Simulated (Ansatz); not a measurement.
`C[Si](N)(N)F` + H₂ → `C[SiH](N)N` + H–F  (hydrogenolysis of the Si–F bond)

Isolated molecules relaxed with PBE0-D4/def2-TZVP in Ansatz; ΔE leaves out vibrations. CCSD(T)/CBS is the MP2 limit (def2-TZVPP, def2-QZVPP) plus CCSD(T) − MP2 in def2-TZVPP, frozen cores. This one scheme is used for every species. Functionals use def2-TZVPP. HSE06 is defined as in plane-wave codes. One conformer a species, not always the lowest.

`C[Si](N)(N)F`:

Z-matrix (Å, degrees):
```
C
Si 1 1.856
H 1 1.094 2 111.4
H 1 1.093 2 110.3 3 -119.4
H 1 1.092 2 111.1 3 120.7
N 2 1.703 1 118.7 3 -180.0
N 2 1.699 1 108.2 3 -58.1
F 2 1.609 1 105.3 3 65.3
H 6 1.005 2 121.7 1 71.2
H 6 1.006 2 121.3 1 -83.0
H 7 1.006 2 121.6 1 32.6
H 7 1.007 2 120.9 1 -175.8
```

H₂:

```xyz
2

H    -0.283    0.150    0.192
H     0.283   -0.150   -0.192
```

`C[SiH](N)N`:

```xyz
12

C     0.468   -0.220   -1.493
Si   -0.358    0.270    0.109
N     0.579    1.153    1.240
N    -0.802   -1.200    0.876
H     1.342   -0.851   -1.309
H     0.798    0.667   -2.039
H    -0.218   -0.771   -2.143
H    -1.475    1.210   -0.217
H     1.419    0.772    1.644
H     0.585    2.159    1.230
H    -1.074   -2.002    0.331
H    -1.265   -1.187    1.770
```

H–F:

Cartesian coordinates in Å:
```
F -0.337 -0.307 0.062
H 0.337 0.307 -0.062
```

| level | ΔE (kJ/mol) | difference from CCSD(T)/CBS |
| --- | --- | --- |
| BLYP-D4 | 153.1 | 4.7 |
| B97M-V | 156.7 | 8.3 |
| PBE0-D4 | 143.4 | -5.0 |
| r2SCANh-D4 | 156.8 | 8.4 |
| HSE06-D4 | 142.9 | -5.5 |
| PBE-QIDH | 146.4 | -2.0 |
| r2SCAN | 157.7 | 9.3 |
| CCSD/def2-TZVPP | 146.8 | -1.6 |
| HF/def2-QZVPP | 152.0 | 3.6 |
| HF/CBS(def2) | 152.2 | 3.8 |
| CCSD(T)/CBS | 148.4 | 0 |

Task: What do rigid-rotor, harmonic-oscillator terms from PBE0-D4/def2-TZVP frequencies (298.15 K, 1 bar) make of the CCSD(T)/CBS value? (Estimate.)

Result: The calculation gave: ΔZPE = +11.5 kJ/mol, ΔH = +158.0 kJ/mol, ΔS = 26 J/(mol·K), ΔG = +150.3 kJ/mol.

Largest T1 diagnostic among the species: 0.010.

From r2SCAN to r2SCAN0 (25 % exact exchange), in def2-TZVPP and without D4, ΔE moves by −3.4 kJ/mol. The D4 term adds +3.5 kJ/mol with B3LYP and +1.8 kJ/mol with PBE0; it sums over pairs of atoms, weighted by their polarisabilities, and B3LYP, whose exchange is more repulsive, gets the larger term. At CCSD(T), def2-SVP lies −9.3 kJ/mol from the extrapolated value and def2-TZVPP −0.8 kJ/mol.

CCSD(T)/CBS has its own doubt, a few kJ/mol and more with outer-core shells, so smaller differences from it don't rank the levels.

B3LYP here is the variant with VWN-RPA as its local correlation; programs differ in this.
